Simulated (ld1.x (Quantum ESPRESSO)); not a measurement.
# Which change was made? (Al, PAW)

- Element: aluminium
- Generator: ld1.x (Quantum ESPRESSO) 7.5
- Type: PAW
- Functional: PBE
- Relativity: scalar-relativistic
- Frozen core: [He]
- Valence charge: 11
- Reference configuration: 2s2 2p6 3s1.75 3p1.25
- Partial waves: 2s (bound): rcut 0.85, rcutus 1.00 bohr; 3s (bound): rcut 0.85, rcutus 1.00 bohr; 2p (bound): rcut 0.95, rcutus 1.20 bohr; 3p (bound): rcut 0.95, rcutus 1.20 bohr; 3d channel at 0.25 Ry: rcut 1.05, rcutus 1.20 bohr; 3d channel at 2.2 Ry: rcut 1.05, rcutus 1.20 bohr
- Local potential: all-electron potential smoothed inside 0.85 bohr (lloc = -1)
- Core correction: a·sin(br)/r model core, default radius (ld1.x builds one for every PAW set, though the input has nlcc=.false.)
- Augmentation charge: BESSEL, radius 0.85 bohr

Cutoffs, loose and tight: the cutoffs (Ry, on a coarse ladder) from which the occupation-weighted sum of valence levels, in a spherical-Bessel basis at the reference potential, stays within 10 and 1 mRy of its value at 400 Ry. They do not see the model core or the augmentation charge, which bear on the density cutoff. Test errors are all-electron minus pseudo excitation energies from the reference, over the configurations 2s2 2p6 3s2 3p1; 2s2 2p6 3s2 3p0; 2s2 2p6 3s1 3p0; 2s2 2p6 3s0 3p3; 2s2 2p6 3s1 3p2; 2s1 2p6 3s2 3p1; 2s2 2p6 3s0 3p0; variants that change the core or the reference have their own tests. The largest error is taken over the tests solved by every variant that gives reliable tests at all, those not shown here included: 2s2 2p6 3s0 3p3; 2s2 2p6 3s1 3p0; 2s2 2p6 3s1 3p2; 2s2 2p6 3s2 3p0; 2s2 2p6 3s2 3p1.

The base gives: outcome: generated; cutoff, loose: 90 Ry; cutoff, tight: 140 Ry; bound ghosts: none; largest test error (meV): +1.3.

(1) After one change the result is: outcome: generated; cutoff, loose: 100 Ry; cutoff, tight: 160 Ry; bound ghosts: none; largest test error (meV): +0.9. Which change was it?
A. waves 2s (bound): rcut 0.72, rcutus 0.76 bohr; 3s (bound): rcut 0.72, rcutus 0.76 bohr
B. waves 2s (bound): rcut 0.85, rcutus 0.94 bohr; 3s (bound): rcut 0.85, rcutus 0.94 bohr
C. waves 2s (bound): rcut 0.85, rcutus 1.38 bohr; 3s (bound): rcut 0.85, rcutus 1.38 bohr
D. waves 2s (bound): rcut 0.62, rcutus 0.66 bohr; 3s (bound): rcut 0.62, rcutus 0.66 bohr

## Answers

(1) D. The others give: waves 2s (bound): rcut 0.85, rcutus 0.94 bohr; 3s (bound): rcut 0.85, rcutus 0.94 bohr → outcome: generated; cutoff, loose: 90 Ry; cutoff, tight: 140 Ry; bound ghosts: none; largest test error (meV): +1.2 | waves 2s (bound): rcut 0.85, rcutus 1.38 bohr; 3s (bound): rcut 0.85, rcutus 1.38 bohr → outcome: generated, overlap not positive; bound ghosts: not determined (overlap not positive); largest test error (meV): +1.6 | waves 2s (bound): rcut 0.72, rcutus 0.76 bohr; 3s (bound): rcut 0.72, rcutus 0.76 bohr → outcome: generated; cutoff, loose: 90 Ry; cutoff, tight: 160 Ry; bound ghosts: none; largest test error (meV): +0.9. A file whose overlap is not positive is unfit for use, and its test errors describe a broken file.
